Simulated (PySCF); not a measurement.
Compound: C5H3F4NO.
Structure used (PBE0-D3(BJ)/def2-SVP), in Å, numbered top down from 1:
```xyz
14
C5H3F4NO angstrom
N      1.061    1.789    2.082
C      0.423    1.388    1.206
C     -0.410    0.910    0.123
C     -1.535   -0.107    0.402
F     -2.769    0.373    0.176
O     -1.101   -0.935   -0.642
C      0.076   -0.176   -0.861
C      1.317   -0.961   -0.473
F      1.249   -1.387    0.786
F      1.453   -2.020   -1.262
F      2.397   -0.194   -0.603
H     -0.835    1.765   -0.423
H     -1.527   -0.609    1.383
H      0.195    0.147   -1.908
```

Linear response at CAM-B3LYP/def2-SVPD (PySCF, frozen core in the response, non-relativistic). Geometry: PBE0-D3(BJ)/def2-SVP; no solvent, vibrations or thermal averaging.

Static isotropic polarisability: 65.66 au (9.73 Å³), principal values 55.9, 66.2, 74.9 au.

What is the polarisability at 1064 nm and at the sodium D line?

66.01 au at 1064 nm (+0.5 %), 66.83 au at 589.3 nm (+1.8 %). The rise at 589.3 nm is 3.32 times that at 1064 nm; a pure ω² law gives 3.26. The lowest singlet lies at 169 nm, shorter than both wavelengths.

What is the isotropic C6 coefficient between two such molecules, C6 = (3/π)∫α(iω)² dω?

2254 au (Eh·bohr⁶) by a ten-point quadrature over imaginary frequencies, which is 1350 eV·Å⁶ or 130 J·nm⁶/mol.

Which effective excitation energy ω̄ makes London's formula C6 = (3/4)α²ω̄ exact here?

ω̄ = 4·C6/(3α²) = 0.697 Eh = 19.0 eV. A one-pole form α(ω) = α/(1 − ω²/ω̄²) fitted to the 1064 nm value gives 16.0 eV.

The lowest 6 singlets have (eV, f): 7.34, 0.000; 7.74, 0.009; 7.81, 0.004; 8.40, 0.007; 8.47, 0.007; 8.76, 0.009. What share of the static polarisability do they carry in the sum over states α = Σ f/ω²?

0.40 au, 0.6 % of α; the largest term, 0.11 au, is that of the state at 7.74 eV. Their oscillator strengths add up to 0.04. Higher states carry the rest.

What three-body coefficient follows from the one-pole estimate C9 = (3/4)·α·C6?

111000 au. This is an estimate from the two numbers above, not a computed integral.

How anisotropic is the static polarisability, by Δα² = ½[(α1 − α2)² + (α2 − α3)² + (α3 − α1)²]?

Δα = 16.4 au, or 0.25 of the isotropic value.

On Arm Neoverse V1, one thread, shared host with 64 logical CPUs at a one-minute load of 51, this took 2.2 min (with the writing of density and orbital grids) and 1.2 GiB of memory at its peak. This is the whole response run at CAM-B3LYP/def2-SVPD, SCF included.
